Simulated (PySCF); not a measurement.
C3H13NSi2 (charge +1 and doublet state).
Atom-mapped SMILES: `[CH3:1][CH2:2][Si@@:3]([CH3:4])([NH2+:5])[SiH3:6]` (hydrogens: H7, H8, H9 on C1; H10, H11 on C2; H12, H13, H14 on C4; H15, H16 on N5; H17, H18, H19 on Si6)

Cartesian coordinates in Å at the GFN2-xTB level; atoms count from 1:
```xyz
19
C3H13NSi2 angstrom
C      2.2785   -0.5384    0.2219
C      0.9636   -1.2146   -0.1530
Si    -0.6054   -0.1865    0.2082
C     -2.2676   -0.6669   -0.5567
N     -0.7660    0.1943    1.8568
Si    -0.0168    2.0104   -0.9880
H      3.1100   -1.2024   -0.0034
H      2.4260    0.3831   -0.3392
H      2.3178   -0.3074    1.2828
H      0.9848   -1.4809   -1.2107
H      0.8748   -2.1506    0.4016
H     -2.2165   -0.7307   -1.6396
H     -2.5814   -1.6396   -0.1874
H     -3.0464    0.0453   -0.3001
H     -0.0038    0.2188    2.5156
H     -1.6418    0.4185    2.3022
H     -1.3166    2.6358   -1.1936
H      0.6477    1.5415   -2.1988
H      0.8492    2.6796   -0.0262
```

The hyperfine couplings belong to this conformer and change with its torsions.

Method used: UKS B3LYP, pcH-1 on C H N Si, non-relativistic, mean-field spin-orbit, GIAO (PySCF 2.14.0). One conformer (not necessarily the lowest) at the GFN2-xTB geometry, without solvent, vibrations or thermal averaging. The geometry wasn't refined by DFT: couplings that depend on bond lengths, twists or pyramidal angles can differ widely from those at the functional's own minimum, by a factor of two or more for some ions and for spin on atoms past the first row. Stability of the SCF solution: not tested.

Problem. The isotropic 13C couplings are +30.8, +20.7, -1.7 MHz. Assign them to C1; C2; C4.

Solution. 
| site | a_iso (MHz) | ρ(0) (bohr⁻³) | position | distance from Si6 (Å) | spin population | largest \|T\| (MHz) |
| --- | --- | --- | --- | --- | --- | --- |
| C1 | -1.7 | -0.0015 | 3 bonds from N5 | 3.64 | 0.00 | 0.8 |
| C2 | +30.8 | +0.0274 | 2 bonds from N5 | 3.47 | +0.08 | 16.5 |
| C4 | +20.7 | +0.0184 | 2 bonds from N5 | 3.52 | +0.04 | 9.7 |

Problem. Match the computed a_iso(29Si) values -92.5, +54.9 MHz with the sites Si3; Si6.

Solution. 
```tsv
site	a_iso (MHz)	ρ(0) (bohr⁻³)	position	distance from Si6 (Å)	spin population	largest |T| (MHz)
Si3	+54.9	-0.0618	1 bond from N5	2.57	+0.14	40.3
Si6	-92.5	+0.1043	largest spin population	0.00	+0.41	105.8
```

ρ(0) is the spin density at the nucleus and T the dipolar tensor; a_iso includes a spin–orbit part; entries for several nuclei are means. The largest Mulliken spin populations are on Si6 (+0.41), N5 (+0.30), Si3 (+0.14) and C2 (+0.08). Main spin sites, with 60 % or more of the largest population: N5, Si6; positions count bonds from the nearest.

Nuclei that the bonding pattern makes equivalent are averaged, as if the motion that swaps them (rotation, inversion, ring flip) were fast. H15 and H16 aren't averaged: N5 is flat or nearly so (angle sum 360°), and its turn about the short N5–Si3 bond (1.70 Å) is taken as slow. The three 1H nuclei of mean +7.9 MHz run from -3.6 to 30.7 MHz in the frozen geometry. The three 1H nuclei of mean +28.4 MHz run from 18.3 to 39.8 MHz in the frozen geometry.

The SMILES `CC[Si@@](C)([NH2+])[SiH3]` draws the unpaired electron on N5, whose computed spin population is only +0.30.

The run took 1.7 min (grids of density and orbitals included) on an Arm Neoverse V1 with one thread, no GPU, shared host with 32 logical CPUs at a one-minute load of 10, and the process peaked at 0.97 GiB of memory.
